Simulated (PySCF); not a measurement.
Species: C7H10O2S.
SMILES with atom numbers: `[CH3:1][C:2]1=[CH:3][CH:4]=[CH:5][C@H:6]1[S:7]([CH3:8])(=[O:9])=[O:10]` (hydrogens: H11, H12, H13 on C1; H14 on C3; H15 on C4; H16 on C5; H17 on C6; H18, H19, H20 on C8)

The calculation used PBE0-D3(BJ)/def2-SVP geometry optimisation, gas phase (PySCF).

Task: List the bond lengths, angles and torsions at this level.

Result: 
| bond | length (pm) | order |
| --- | --- | --- |
| C1–C2 | 148.6 | single |
| C2=C3 | 135.5 | double |
| C3–C4 | 146.3 | single |
| C4=C5 | 135.0 | double |
| C5–C6 | 149.4 | single |
| C6–S7 | 182.2 | single |
| S7–C8 | 178.1 | single |
| S7=O9 | 146.2 | double |
| S7=O10 | 146.0 | double |
| C2–C6 | 150.6 | single |
| C1–H11, C1–H12, C1–H13 | 110.1 | single |
| C3–H14 | 109.2 | single |
| C4–H15 | 109.1 | single |
| C5–H16 | 108.9 | single |
| C6–H17 | 110.5 | single |
| C8–H18, C8–H19, C8–H20 | 109.7 | single |

Bonds in one row agree within 1 pm and their mean is given. Orders are formal, as drawn. A selection of angles:
| angle | degrees |
| --- | --- |
| C2–C1–H11 | 111.1 |
| H11–C1–H12 | 109.6 |
| H11–C1–H13 | 105.8 |
| H12–C1–H13 | 108.2 |
| C1–C2–C3 | 128.9 |
| C1–C2–C6 | 124.1 |
| C3–C2–C6 | 107.0 |
| C2–C3–C4 | 110.2 |
| C2–C3–H14 | 125.1 |
| C4–C3–H14 | 124.7 |
| C3–C4–C5 | 109.6 |
| C3–C4–H15 | 124.5 |
| C5–C4–H15 | 125.9 |
| C4–C5–C6 | 107.9 |
| C4–C5–H16 | 128.6 |
| C6–C5–H16 | 123.4 |
| C5–C6–S7 | 110.9 |
| C5–C6–H17 | 113.8 |
| S7–C6–H17 | 100.3 |
| C2–C6–C5 | 105.2 |
| C2–C6–S7 | 113.6 |
| C2–C6–H17 | 113.3 |
| C6–S7–C8 | 104.7 |
| C6–S7–O9 | 108.0 |
| C6–S7–O10 | 106.8 |
| C8–S7–O9 | 108.1 |
| C8–S7–O10 | 108.3 |
| O9–S7–O10 | 119.9 |
| S7–C8–H18 | 109.1 |
| S7–C8–H20 | 104.7 |
| H18–C8–H19 | 111.7 |

Torsions: C1–C2–C3–C4 -178° (antiperiplanar); C2–C3–C4–C5 0° (synperiplanar); C3–C4–C5–C6 0° (synperiplanar); C4–C5–C6–S7 -122° (anticlinal); C5–C6–S7–C8 62° (synclinal); C1–C2–C6–C5 178° (antiperiplanar).

The 5-membered ring C2–C3–C4–C5–C6 has internal angles of 105.2° to 110.2°; it is planar, 0.00 Å rms from its mean plane, widest ring torsion 1°. The C–C distances run from 1.350 Å (C4=C5, drawn double) to 1.506 Å (C2–C6, drawn single), a spread of 0.156 Å. S7 (sulfonyl sulfur) is distorted tetrahedral (angles from 104.7° to 119.9°). Of the pairs four or more bonds apart, O9···H11 is among the closest relative to their van der Waals radii: 2.42 Å, 89 % of the sum of Bondi's values. The C–S distances run from 1.781 Å (S7–C8, drawn single) to 1.822 Å (C6–S7, drawn single), a spread of 0.041 Å.

Point group: C1 (no symmetry element, even within 0.4 Å). Stationary, but not proved a minimum. The numbers are those of one conformer.
